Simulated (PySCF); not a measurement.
Molecule: SMILES C=CC(=O)C(C)(C)C, C₇H₁₂O.

Atom-mapped SMILES (the numbers label the heavy atoms): `[CH2:1]=[CH:2][C:3](=[O:4])[C:5]([CH3:6])([CH3:7])[CH3:8]`; H(Xn) means a hydrogen on atom n. Ha(C1) is cis to C3; Hb(C1) is trans to C3.

Geometry PBE0-D3(BJ)/def2-SVP throughout; GIAO in PySCF 2.14, gas phase, one conformer, non-relativistic; equivalent atoms averaged; functional PBE0.

For orientation, def2-SVP gives these absolute shieldings σ: C3 -4.0, C2 65.0, C1 62.6, C5 152.3, C6/C7/C8 167.5, O4 -238.9, H(C2) 24.55, Ha(C1) 24.46, H(C6)/H(C7)/H(C8) 30.36 ppm.

A run gave: C3 -21.1, C2 48.4, C1 45.1, C5 140.8, C6/C7/C8 157.3, O4 -277.4, H(C2) 24.41, Ha(C1) 24.23, H(C6)/H(C7)/H(C8) 30.20 ppm (absolute shieldings σ).

**Question.** Which basis set was used in that run?
A. pcSseg-1
B. cc-pVDZ
C. aug-cc-pVDZ
D. def2-TZVP
E. 6-311+G(2d,p)

**Answer.** A. O4 tells them apart best: pcSseg-1 gives -277.4, def2-TZVP gives -260.6, cc-pVDZ gives -231.1, aug-cc-pVDZ gives -218.0, 6-311+G(2d,p) gives -255.2 ppm.
